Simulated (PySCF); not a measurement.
**Phosphorus: a sound run and one with changed settings**

Sound run: P⁺ [Ne] 3s2 3p2, P²⁺ [Ne] 3s2 3p1. All numbers are calculated (PySCF 2.14, the non-relativistic Hamiltonian (point nucleus), in def2-TZVP (5s5p2d1f, 37 functions)). In the sound run the correlated levels freeze [Ne]. The sound run starts from symmetry-adapted Hartree-Fock orbitals and uses a fine grid where one is needed.

Changed run: initial guess 1e, at most 50 SCF cycles.

```tsv
species	method	sound run (hartree)	changed run (hartree)	converged
P⁺	UHF	-340.34566	-340.34566	yes
P⁺	MN15	-340.76315	-340.76315	yes
P⁺	CCSD(T)	-340.42924	-340.42924	yes
P²⁺	B3LYP	-340.17332	-340.17332	yes
P²⁺	MP2	-339.68615	-339.68615	yes
```

Here the plain start reaches the same solutions.
